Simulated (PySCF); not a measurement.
PySCF input (M06-2X/def2-TZVPD):

```python
from pyscf import gto, scf, dft

mol = gto.M(
    atom='''
    Al   -0.00000000   -0.00000000   -1.22411171
    Cl    0.00000000    0.00000000    0.93608542
    ''',
    basis='def2-tzvpd',
    charge=-1,
    spin=1,
    symmetry='C2v',
    verbose=4,
)

mf = dft.UKS(mol, xc='m062x').density_fit(auxbasis='def2-universal-jkfit')
mf.grids.level = 4
mf.conv_tol = 1e-9
mf.max_cycle = 100
mf.max_memory = 1500
mf.kernel()
if not mf.converged:
    mf = mf.newton()
    mf.kernel(mf.make_rdm1())
mf.analyze()
```

Output:

```
PySCF version 2.14.0

[INPUT] verbose = 4
[INPUT] num. atoms = 2
[INPUT] num. electrons = 31
[INPUT] charge = -1
[INPUT] spin (= nelec alpha-beta = 2S) = 1
[INPUT] symmetry C2v subgroup None
[INPUT] Mole.unit = angstrom
[INPUT] Symbol           X                Y                Z      unit          X                Y                Z       unit  Magmom
[INPUT]  1 Al     0.000000000000   0.000000000000  -1.224111710000 AA    0.000000000000   0.000000000000  -2.313235877773 Bohr   0.0
[INPUT]  2 Cl     0.000000000000   0.000000000000   0.936085420000 AA    0.000000000000   0.000000000000   1.768945072998 Bohr   0.0

nuclear repulsion = 54.1377275199509
point group symmetry = Coov, use subgroup C2v
symmetry origin: [ 0.00000000e+00  0.00000000e+00 -5.66917843e-09]
symmetry axis x: [1. 0. 0.]
symmetry axis y: [0. 1. 0.]
symmetry axis z: [0. 0. 1.]
num. orbitals of irrep A1 = 39
num. orbitals of irrep A2 = 8
num. orbitals of irrep B1 = 21
num. orbitals of irrep B2 = 21
number of shells = 31
number of NR pGTOs = 141
number of NR cGTOs = 89
basis = def2-tzvpd
ecp = {}

******** <class 'pyscf.df.df_jk.DFSymAdaptedUKS'> ********
method = DFSymAdaptedUKS
initial guess = minao
damping factor = 0
level_shift factor = 0
DIIS = <class 'pyscf.scf.diis.CDIIS'>
diis_start_cycle = 1
diis_space = 8
diis_damp = 0
SCF conv_tol = 1e-09
SCF conv_tol_grad = None
SCF max_cycles = 100
direct_scf = False
number electrons alpha = 16  beta = 15
XC library pyscf.dft.libxc version 7.1.2
    S. Lehtola, C. Steigemann, M. J. T. Oliveira, and M. A. L. Marques,  SoftwareX 7, 1–5 (2018)
XC functionals = m062x
    Y. Zhao and D. G. Truhlar,  Theor. Chem. Acc. 120, 215 (2008)
    Y. Zhao and D. G. Truhlar,  Theor. Chem. Acc. 120, 215 (2008)
radial grids:
    Treutler-Ahlrichs [JCP 102, 346 (1995); DOI:10.1063/1.469408] (M4) radial grids

becke partition: Becke, JCP 88, 2547 (1988); DOI:10.1063/1.454033
pruning grids: <function nwchem_prune>
grids dens level: 4
symmetrized grids: C2v
atomic radii adjust function: <function treutler_atomic_radii_adjust>
small_rho_cutoff = 0
Freeze 0 electrons in irreps []
    31 free electrons in irreps A1 A2 B1 B2
Set gradient conv threshold to 3.16228e-05
[...]
beta  HOMO (A1) = -0.0734656898502593  LUMO (A1) = 0.119191990146494
  HOMO = 0.0455988152763  LUMO = 0.119191990146  gap/eV = 2.00257
Extra cycle  E= -702.668094934336  delta_E= -5.43e-11  |g|= 2.68e-06  |ddm|= 2.94e-05
converged SCF energy = -702.668094934336  <S^2> = 0.75525371  2S+1 = 2.0052468
**** SCF Summaries ****
Total Energy =                        -702.668094934335841
Nuclear Repulsion Energy =              54.137727519950928
One-electron Energy =                -1087.035883803454453
Two-electron Energy =                  330.230061349167670
Two-electron Coulomb Energy =          377.283977598118724
DFT Exchange-Correlation Energy =      -47.053916248951069
HOMO-LUMO gap [eV] =                     2.002572289829914
Wave-function symmetry = B1
alpha occupancy for each irrep:     A1   A2   B1   B2
                                     9    0    4    3
beta  occupancy for each irrep:     A1   A2   B1   B2
                                     9    0    3    3
**** MO energy ****
alpha MO #1 (A1 #1), energy= -102.426936278953 occ= 1
alpha MO #2 (A1 #2), energy= -56.6508473801244 occ= 1
alpha MO #3 (A1 #3), energy= -9.59174660482873 occ= 1
alpha MO #4 (A1 #4), energy= -7.31092480403536 occ= 1
alpha MO #5 (B1 #1), energy= -7.31034014744755 occ= 1
alpha MO #6 (B2 #1), energy= -7.3101948557441 occ= 1
alpha MO #7 (A1 #5), energy= -4.17870489017139 occ= 1
alpha MO #8 (B1 #2), energy= -2.6813495345697 occ= 1
alpha MO #9 (B2 #2), energy= -2.68022139342221 occ= 1
alpha MO #10 (A1 #6), energy= -2.67897398819359 occ= 1
alpha MO #11 (A1 #7), energy= -0.70664935554192 occ= 1
alpha MO #12 (A1 #8), energy= -0.275402780180425 occ= 1
alpha MO #13 (B1 #3), energy= -0.206245967431219 occ= 1
alpha MO #14 (B2 #3), energy= -0.204136088987605 occ= 1
alpha MO #15 (A1 #9), energy= -0.0953782855745366 occ= 1
alpha MO #16 (B1 #4), energy= 0.0455988152763105 occ= 1
alpha MO #17 (A1 #10), energy= 0.141278827249465 occ= 0
alpha MO #18 (B2 #4), energy= 0.143161869225464 occ= 0
alpha MO #19 (A1 #11), energy= 0.17074439019428 occ= 0
alpha MO #20 (B2 #5), energy= 0.186289986446246 occ= 0
alpha MO #21 (A1 #12), energy= 0.197133957096688 occ= 0
alpha MO #22 (B1 #5), energy= 0.199497940430943 occ= 0
alpha MO #23 (A1 #13), energy= 0.218496106719186 occ= 0
alpha MO #24 (A2 #1), energy= 0.22124403553055 occ= 0
alpha MO #25 (B1 #6), energy= 0.2444885566354 occ= 0
alpha MO #26 (B2 #6), energy= 0.246962235738744 occ= 0
alpha MO #27 (A1 #14), energy= 0.286641184173796 occ= 0
alpha MO #28 (A1 #15), energy= 0.347800634632349 occ= 0
alpha MO #29 (A1 #16), energy= 0.365729949988829 occ= 0
alpha MO #30 (A1 #17), energy= 0.386210263683284 occ= 0
alpha MO #31 (A2 #2), energy= 0.388205778994299 occ= 0
alpha MO #32 (B2 #7), energy= 0.404350589298115 occ= 0
alpha MO #33 (B1 #7), energy= 0.407529872765169 occ= 0
alpha MO #34 (B1 #8), energy= 0.424955265384661 occ= 0
alpha MO #35 (B2 #8), energy= 0.436093903452317 occ= 0
alpha MO #36 (A1 #18), energy= 0.443143585221566 occ= 0
alpha MO #37 (A2 #3), energy= 0.450033455094608 occ= 0
alpha MO #38 (A1 #19), energy= 0.455756340104293 occ= 0
alpha MO #39 (B2 #9), energy= 0.523126488479669 occ= 0
alpha MO #40 (B1 #9), energy= 0.523498465377374 occ= 0
alpha MO #41 (A1 #20), energy= 0.550942218099308 occ= 0
alpha MO #42 (A1 #21), energy= 0.60542328781619 occ= 0
alpha MO #43 (B2 #10), energy= 0.727915547529243 occ= 0
alpha MO #44 (B1 #10), energy= 0.730282061035476 occ= 0
alpha MO #45 (A1 #22), energy= 0.781313214130314 occ= 0
alpha MO #46 (B2 #11), energy= 0.81567249820686 occ= 0
alpha MO #47 (B1 #11), energy= 0.816810743842685 occ= 0
alpha MO #48 (A1 #23), energy= 0.835089015013899 occ= 0
alpha MO #49 (A2 #4), energy= 0.835852372351517 occ= 0
alpha MO #50 (B1 #12), energy= 0.917922610475546 occ= 0
alpha MO #51 (B2 #12), energy= 0.925723990401503 occ= 0
alpha MO #52 (A1 #24), energy= 0.952136613383324 occ= 0
alpha MO #53 (A2 #5), energy= 0.968471283726455 occ= 0
alpha MO #54 (A1 #25), energy= 0.971720555725634 occ= 0
alpha MO #55 (A1 #26), energy= 0.997312423462041 occ= 0
alpha MO #56 (A2 #6), energy= 1.00448376249032 occ= 0
alpha MO #57 (B1 #13), energy= 1.03521779090453 occ= 0
alpha MO #58 (B2 #13), energy= 1.04293208550795 occ= 0
alpha MO #59 (A1 #27), energy= 1.05930684749432 occ= 0
alpha MO #60 (B1 #14), energy= 1.18284326422143 occ= 0
alpha MO #61 (B2 #14), energy= 1.19047901803118 occ= 0
alpha MO #62 (A1 #28), energy= 1.24308913286713 occ= 0
alpha MO #63 (A1 #29), energy= 1.34478312335766 occ= 0
alpha MO #64 (B1 #15), energy= 2.08260115357439 occ= 0
alpha MO #65 (B2 #15), energy= 2.09844319547439 occ= 0
alpha MO #66 (A1 #30), energy= 2.15849210009071 occ= 0
alpha MO #67 (A2 #7), energy= 2.15865482035265 occ= 0
alpha MO #68 (B2 #16), energy= 2.20652260020733 occ= 0
alpha MO #69 (B1 #16), energy= 2.20821222428041 occ= 0
alpha MO #70 (A1 #31), energy= 2.22595378889377 occ= 0
alpha MO #71 (B1 #17), energy= 2.32041642863622 occ= 0
alpha MO #72 (B2 #17), energy= 2.32042115775974 occ= 0
alpha MO #73 (A1 #32), energy= 2.36121944115811 occ= 0
alpha MO #74 (A2 #8), energy= 2.36123470386676 occ= 0
alpha MO #75 (A1 #33), energy= 2.43327212548762 occ= 0
alpha MO #76 (B2 #18), energy= 2.51538954814959 occ= 0
alpha MO #77 (B1 #18), energy= 2.51851933669642 occ= 0
alpha MO #78 (B1 #19), energy= 2.57399098897548 occ= 0
alpha MO #79 (B2 #19), energy= 2.57571762999873 occ= 0
alpha MO #80 (A1 #34), energy= 2.63095970591257 occ= 0
alpha MO #81 (A1 #35), energy= 2.94499668397725 occ= 0
alpha MO #82 (A1 #36), energy= 7.23557818677963 occ= 0
alpha MO #83 (B1 #20), energy= 9.45841706119517 occ= 0
alpha MO #84 (B2 #20), energy= 9.47997523207211 occ= 0
alpha MO #85 (A1 #37), energy= 9.73141794100627 occ= 0
alpha MO #86 (B2 #21), energy= 11.0556242300736 occ= 0
alpha MO #87 (B1 #21), energy= 11.0567464052794 occ= 0
alpha MO #88 (A1 #38), energy= 11.3369095286151 occ= 0
alpha MO #89 (A1 #39), energy= 25.1807415293306 occ= 0
beta  MO #1 (A1 #1), energy= -102.426332203189 occ= 1
beta  MO #2 (A1 #2), energy= -56.648305677675 occ= 1
beta  MO #3 (A1 #3), energy= -9.5915335431149 occ= 1
beta  MO #4 (A1 #4), energy= -7.31079495872985 occ= 1
beta  MO #5 (B2 #1), energy= -7.31010017964448 occ= 1
beta  MO #6 (B1 #1), energy= -7.30861585772301 occ= 1
beta  MO #7 (A1 #5), energy= -4.17755943915623 occ= 1
beta  MO #8 (B2 #2), energy= -2.67944819186323 occ= 1
beta  MO #9 (A1 #6), energy= -2.67826723786631 occ= 1
beta  MO #10 (B1 #2), energy= -2.67357379892104 occ= 1
beta  MO #11 (A1 #7), energy= -0.704119359682839 occ= 1
beta  MO #12 (A1 #8), energy= -0.266977196852821 occ= 1
beta  MO #13 (B2 #3), energy= -0.203234487496687 occ= 1
[...]
```

This state (charge -1, doublet) is run at the relaxed geometry of the species with charge 0 and multiplicity 1.
